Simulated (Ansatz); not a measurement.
Molecule: C$_{4}$H$_{10}$Cl$_{2}$Ge, net charge 0, singlet state. SMILES: C[CH2][Ge]([Cl])([Cl])[CH2]C
Coordinates optimised at B3LYP-D3(BJ)/def2-TZVP (Ansatz, a quantum-chemistry and plane-wave program):
```xyz
17

C     -1.8920     1.9778     0.8039
C     -1.1948     0.7163     1.3132
Ge    -0.0108    -0.0808    -0.0263
Cl    -1.2431    -0.7451    -1.6984
Cl     0.8951    -1.8595     0.8522
C      1.4287     1.0343    -0.7445
C      2.3644     1.5583     0.3449
H     -2.4965     1.7675    -0.0794
H     -2.5531     2.3904     1.5685
H     -1.1740     2.7567     0.5383
H     -0.5810     0.9220     2.1926
H     -1.9136    -0.0540     1.5944
H      0.9512     1.8494    -1.2922
H      1.9631     0.4249    -1.4739
H      2.8314     0.7395     0.8939
H      3.1618     2.1652    -0.0885
H      1.8340     2.1832     1.0666
```

Property: vertical triplet-singlet gap (E(triplet) - E(singlet); each state is the SCF solution reached for its spin; for the triplet the Hartree-Fock reference is unstable and T1 is 0.040), in eV. Correlated levels leave the core frozen unless marked. Open shells are spin-unrestricted. No spin-orbit coupling. The frozen core is the preceding noble-gas configuration, with the filled d and f shells of earlier blocks. Non-relativistic. CBS marks a two-point X^-3 extrapolation of the correlation energy; Hartree-Fock from the larger set.

```tsv
level	program	vertical triplet-singlet gap (eV)
HF/def2-TZVPPD	Ansatz	7.09
SVWN5/def2-TZVPD	Ansatz	5.47
PBE/def2-TZVPD	Ansatz	5.51
r2SCAN/def2-TZVPD	Ansatz	5.85
B3LYP/def2-TZVPD	Ansatz	5.97
PBE0/def2-TZVPD	Ansatz	6.15
BHLYP/def2-TZVPD	Ansatz	6.69
CAM-B3LYP/def2-TZVPD	Ansatz	6.46
wB97M-V/def2-TZVPD	Ansatz	6.67
wB97X-V/def2-TZVPD	Ansatz	6.86
B2PLYP/def2-TZVPD	Ansatz	6.37
RI-MP2/def2-TZVPPD	Ansatz	7.42
RI-MP2/CBS(def2-TZVPPD,def2-QZVPPD)	Ansatz	7.49
CCSD(T)/def2-SVPD	Ansatz	6.92
```
